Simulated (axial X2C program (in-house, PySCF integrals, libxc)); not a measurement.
**Density and ELF of AlCo**

Computed with an in-house relativistic program for diatomic molecules. Two-component (2c) means X2C with spin–orbit coupling and atomic mean-field two-electron Coulomb and Gaunt terms. Basis: Co dyall-cv3z [9s10p6d3f2g], Al dyall-v3z [8s8p2d1f] (cores contracted in-house); Gaussian nuclei, density fitting, unrestricted open shells. Masses: Co 58.933 u, Al 26.982 u.

PBE0, with spin–orbit coupling, state Ω = 3 (⟨Sz⟩ = 1.00, ⟨Lz⟩ = 2.00 at PBE0); Co at z = 0, Al at z = 2.422 Å.

The maps cover the half plane through the axis: z from -2.4 to 4.8 Å along the bond, ρ from 0.15 to 2.25 Å away from it (steps of 0.3 Å, the bottom row nearest the axis).

log10 of the density in e/bohr³:

digits 0 to 9 span -4.17 to 1.37 evenly
```
0001111222222111122111100
0011222222222222222222110
0112223333333333333322211
1122333344433333333333221
1122344444444444444433322
1223345565554444554443322
1223456777655556765444332
1223456898655557986544332
```

Electron localisation function (collinear form, no current term, damped to 0 at low density):

digits 0 to 9 span 0.00 to 1.00 evenly
```
0000111111110000012332100
0001222122332111246776410
0012322112444322478999852
0123322112456544689999985
0223221111356754469999997
1222222222246730004999999
1211113777325603740799999
1111004757314408381399999
```

Axial spin density in 10⁻³ e/bohr³:

digits 0 to 9 span -3.77 to 3.77 evenly, values beyond are clipped
```
5555555555544444444444444
5555555555544444444444444
5555566766544344444444444
5555668998532234444444444
5555679999510123443333444
5556799999500003442123344
5567999999970004542002344
5568999999994014012001344
```

The state is a single determinant with fixed occupations, the lowest that a limited PBE0 search found. Density functionals use the spin component along the axis (collinear). Other states lie close and PBE0, whose exact exchange favours high spin, may order them wrongly; the determinant shown need not be the ground state. The nearest other spin-free determinant of the search, M_S = 1, Λ = 3, lies 0.26 eV up at the distance of the search. Without a current term, density functionals place determinants with orbital angular momentum somewhat too high. With several unpaired electrons one determinant need not be a pure state. A state of lower Ω lies just above, and one determinant can place such states too high, so the state shown need not be the lowest. The search has Ω = 1 only 0.12 eV up. The determinant is spin-polarised beyond a pure state at some levels (its spin-free form has ⟨S²⟩ too high), which makes Re and μ there less reliable.
